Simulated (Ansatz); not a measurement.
Reactions of C₃H₄OS, SMILES `C=CC(O)=S`.

Program: Ansatz. Geometries: PBE0-D4/def2-TZVP. ΔE: electronic, gas phase. CCSD(T)/CBS adds triple-zeta CCSD(T) − MP2 to the extrapolated MP2 energy (def2 sets, frozen cores). This one scheme is used for every species. Elements past krypton have def2 core potentials. For Br, Te outer-core shells are correlated without core-valence functions, which leaves a few kJ/mol of doubt a bond. Scalar relativity is left out up to krypton. Each species was taken in one conformer, which may not be the lowest.

(1) Order these by ΔE at CCSD(T)/CBS, lowest first. (An estimate is asked.)
A. `C=CC(O)=S` + `N[SiH3]` → `OC(=S)N[SiH3]` + `C=C`
B. `C=CC(O)=S` + HBr → `C=CBr` + `OC=S`
C. `C=CC(O)=S` + CH₃OH → `C=COC` + `OC=S`
D. `C=CC(O)=S` + H₂Te → `OC(=S)[TeH]` + `C=C`

Largest T1 diagnostic: 0.018, for `C=CC(O)=S`.

Results:

(1) A (-28.7 kJ/mol), D (+47.4 kJ/mol), C (+62.9 kJ/mol), B (+72.9 kJ/mol).
